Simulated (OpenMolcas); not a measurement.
# Cr3+ in Cs2NaYCl6: curves along the breathing mode

Cr3+ with its 6 nearest chloride ions, on the Y site of Cs2NaYCl6 (a = 10.7396 Å, distance in the model lattice 2.619 Å). The rest of the host is ab initio model potentials to 7.6 Å, with orthogonalisation functions on the cations behind the ligands, and point charges beyond; the distance is set by hand and nothing relaxes. Ligand basis ANO-RCC-VDZP.

```
Program             : OpenMolcas 26.06
Method              : SS-CASPT2, IPEA 0.25 Eh, imaginary shift 0.1 Eh (closed shells correlated: 3s 3p and the ligand valence shells)
Basis               : ANO-RCC-VDZP [5s4p2d1f]
Scalar Hamiltonian  : DKH2, point nucleus
Active space        : 3 electrons in 5 orbitals (3d)
State averaging     : 2S+1 = 4 even, 10 roots; 2S+1 = 2 even, 40 roots
Spin-orbit coupling : state interaction with AMFI integrals over the reference wave functions
```

Spin-free energies (labels of O, the rotations of Oh) in cm-1 above the lowest fitted minimum, as all ligands move together:

```json
{"R (Å)": "2.298", "4A2": "120", "2E": "13110", "2T1": "13940", "4T1": "22670", "2T2": "19810", "2A1": "25700", "2T2(2)": "28610"}
{"R (Å)": "2.352", "4A2": "340", "2E": "13490", "2T1": "14390", "4T1": "21150", "2T2": "19930", "2A1": "24600", "2T2(2)": "27360"}
{"R (Å)": "2.406", "4A2": "2270", "2E": "15530", "2T1": "16450", "4T1": "21520", "2T2": "21750", "2A1": "25370", "2T2(2)": "27910"}
{"R (Å)": "2.461", "4A2": "5700", "2E": "19000", "2T1": "19870", "4T1": "23530", "2T2": "25060", "2A1": "27750", "2T2(2)": "29890"}
{"R (Å)": "2.515", "4A2": "10260", "2E": "23590", "2T1": "24480", "4T1": "26880", "2T2": "29530", "2A1": "31420", "2T2(2)": "33440"}
{"R (Å)": "2.569", "4A2": "15840", "2E": "29140", "2T1": "30000", "4T1": "31420", "2T2": "34970", "2A1": "36210", "2T2(2)": "38040"}
{"R (Å)": "2.623", "4A2": "22310", "2E": "35540", "2T1": "36390", "4T1": "37350", "2T2": "41220", "2A1": "41990", "2T2(2)": "43660"}
```

Cubic fits give the following; the wavenumber is harmonic, with the mass of all moving ligands, small differences in it between states hang on the degree of the fit, a number in brackets counts states of one label, and the table is a selection of at most 14 states with clean curves.

```tsv
State	R0 (Å)	Breathing mode (cm-1)	Minimum (cm-1)
4A2	2.317	310	0
2E	2.312	307	13050
2T1	2.309	303	13890
4T1	2.369	304	21130
2T2	2.320	311	19650
2A1	2.356	311	24620
2T2(2)	2.363	304	27330
2T1(2)	2.354	307	28860
2E(2)	2.354	311	29580
2T1(3)	2.360	309	32570
2T2(3)	2.364	276	41150
2A2	2.349	310	40120
2T2(4)	2.371	335	41970
2T1(4)	2.395	314	43430
```

The minimum of 4T1 is shifted by +0.0522 Å against 4A2 (from the unrounded fits). With M = 212.7 u for the moving shell, the Huang-Rhys factor in this mode is S = M ω ΔR² / 2ħ = 0.01483 × 212.7 × 310 × 0.0522² = 2.66. Only the first shell moves, against a rigid host.

Roots that are degenerate in the reference are averaged as groups; the widest CASPT2 spread within a group is 590 cm-1 (the 3-fold group of multiplicity 4 near 25200 cm-1 above the lowest state of its run, R = 2.569). Shifts and gaps below about the spread of the groups concerned are not significant. Over all roots computed the reference weight is 0.66 to 0.67 in R = 2.298, 0.66 to 0.67 in R = 2.352, 0.66 to 0.68 in R = 2.406, 0.66 to 0.68 in R = 2.461, 0.66 to 0.68 in R = 2.515, 0.66 to 0.68 in R = 2.569, 0.65 to 0.68 in R = 2.623; a low but even weight reflects the number of correlated electrons. Ligand-to-metal charge-transfer states are missing. With no ligand orbital active B as a rule stays too high, so bands that hang on it stand too high and its fall with covalency is understated. With one d shell and no ligand orbital active, 10Dq can be off by a tenth or more. The least metal-like active orbital is 84 % on the metal (Löwdin) and no ligand orbital is active, so the numbers are rough (holds for R = 2.298). These CASPT2 states fit no ligand-field parameters well, so their order and spin gaps are uncertain (holds for R = 2.406; R = 2.461; R = 2.515; R = 2.569; R = 2.623). No measured value stands beside these numbers.
